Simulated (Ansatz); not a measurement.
## Molecular dynamics of F₃H₃NOTa

input.yaml

```yaml
crystal:
  periodic: [false, false, false]
  atoms:
    - { symbol: Ta, position_ang: [-0.02312, -0.117773, 0.044779] }
    - { symbol: F, position_ang: [1.86559, -0.240471, 0.029285] }
    - { symbol: O, position_ang: [-0.100898, -0.239689, 1.929535] }
    - { symbol: H, position_ang: [-0.103853, -0.28258, 2.88777] }
    - { symbol: F, position_ang: [0.022547, -0.070319, -1.858941] }
    - { symbol: F, position_ang: [-1.000147, 1.502304, 0.013619] }
    - { symbol: "N", position_ang: [-1.044545, -1.789194, -0.151277] }
    - { symbol: H, position_ang: [-1.397708, -2.357232, 0.613994] }
    - { symbol: H, position_ang: [-1.277566, -2.180746, -1.061664] }
basis:
  gaussian: { orbitals: def2-SVP }
hamiltonian:
  xc: b3lyp
md:
  timestep: 4.0
  n_steps: 40
  ensemble: nvt_langevin
  temperature: 2000.0
  initial_velocities: maxwell_boltzmann
  seed: 806092
  friction: 0.001
```

Command:

```bash
$ ansatz run input.yaml --threads 2 --pin off --max-ram 3072MiB --backend cpu --events-out ev --progress --plain --runs-dir out
```

It starts from a relaxed structure.

Output, in part (warnings, one step line in 2):

```
md step     0: t =     0.00 fs  T =  1777.8 K  F+E_penalty+E_count = -13287.86497617 eV  E_kin = 2.068160 eV  (27 SCF iters)
md step     2: t =     8.00 fs  T = 375038.4 K  F+E_penalty+E_count = -13243.30055590 eV  E_kin = 436.297171 eV  (74 SCF iters)
md step     4: t =    16.00 fs  T = 426891.2 K  F+E_penalty+E_count = -13262.22520220 eV  E_kin = 496.619582 eV  (113 SCF iters)
md step     6: t =    24.00 fs  T = 417363.1 K  F+E_penalty+E_count = -13261.01113384 eV  E_kin = 485.535180 eV  (591 SCF iters)
md step     8: t =    32.00 fs  T = 406070.2 K  F+E_penalty+E_count = -13257.48959375 eV  E_kin = 472.397712 eV  (292 SCF iters)
md step    10: t =    40.00 fs  T = 397279.5 K  F+E_penalty+E_count = -13256.12685031 eV  E_kin = 462.171186 eV  (172 SCF iters)
md step    12: t =    48.00 fs  T = 393481.6 K  F+E_penalty+E_count = -13256.51292925 eV  E_kin = 457.752867 eV  (466 SCF iters)
md step    14: t =    56.00 fs  T = 386940.4 K  F+E_penalty+E_count = -13256.72431287 eV  E_kin = 450.143231 eV  (479 SCF iters)
md step    16: t =    64.00 fs  T = 382517.8 K  F+E_penalty+E_count = -13256.40137628 eV  E_kin = 444.998254 eV  (533 SCF iters)
md step    18: t =    72.00 fs  T = 377388.8 K  F+E_penalty+E_count = -13257.39480245 eV  E_kin = 439.031477 eV  (593 SCF iters)
md step    20: t =    80.00 fs  T = 369422.5 K  F+E_penalty+E_count = -13257.12996089 eV  E_kin = 429.764004 eV  (650 SCF iters)
md step    22: t =    88.00 fs  T = 363099.7 K  F+E_penalty+E_count = -13256.15259360 eV  E_kin = 422.408423 eV  (472 SCF iters)
md step    24: t =    96.00 fs  T = 358506.1 K  F+E_penalty+E_count = -13256.49624410 eV  E_kin = 417.064479 eV  (440 SCF iters)
md step    26: t =   104.00 fs  T = 352052.3 K  F+E_penalty+E_count = -13256.85437728 eV  E_kin = 409.556466 eV  (631 SCF iters)
md step    28: t =   112.00 fs  T = 350057.2 K  F+E_penalty+E_count = -13259.74314036 eV  E_kin = 407.235534 eV  (379 SCF iters)
md step    30: t =   120.00 fs  T = 346153.4 K  F+E_penalty+E_count = -13261.20346095 eV  E_kin = 402.694112 eV  (367 SCF iters)
md step    32: t =   128.00 fs  T = 341912.2 K  F+E_penalty+E_count = -13260.31177510 eV  E_kin = 397.760192 eV  (477 SCF iters)
Error: SIGTERM received: run cancelled behind 1165 evaluations of the mean field
```

The run was cut off at its time limit. The temperature shot up to 430000 K, far beyond the bath's, so the integration failed: the time step of 4 fs is too long for the fastest motions that this run met, and the later frames carry no physical meaning.

Parted: Ta1–O3 1.89 → 21.20 Å, O3–H4 0.96 → 316.49 Å, N7–H8 1.02 → 57.37 Å, N7–H9 1.02 → 117.75 Å. It ends as F3NTa + H + H + H + O. Pairs count as bonded within 1.25 times the sum of covalent radii (0.12 Å more for H–H).

Last frame:

```xyz
9
Properties=species:S:1:pos:R:3
Ta 0.505 0.903 -2.162
F 1.909 -0.047 -1.786
O -11.399 -7.110 13.447
H 68.720 -11.187 319.602
F 0.640 -0.085 -3.627
F 0.096 2.601 -2.626
N -0.696 0.039 -1.296
H -26.526 -26.580 42.473
H -29.864 -99.337 -57.320
```

The run took 21 min on 2 threads of Intel(R) Xeon(R) Platinum 8259CL CPU @ 2.50GHz (Skylake/Cascade Lake), on a shared host, peak memory 0.36 GiB.
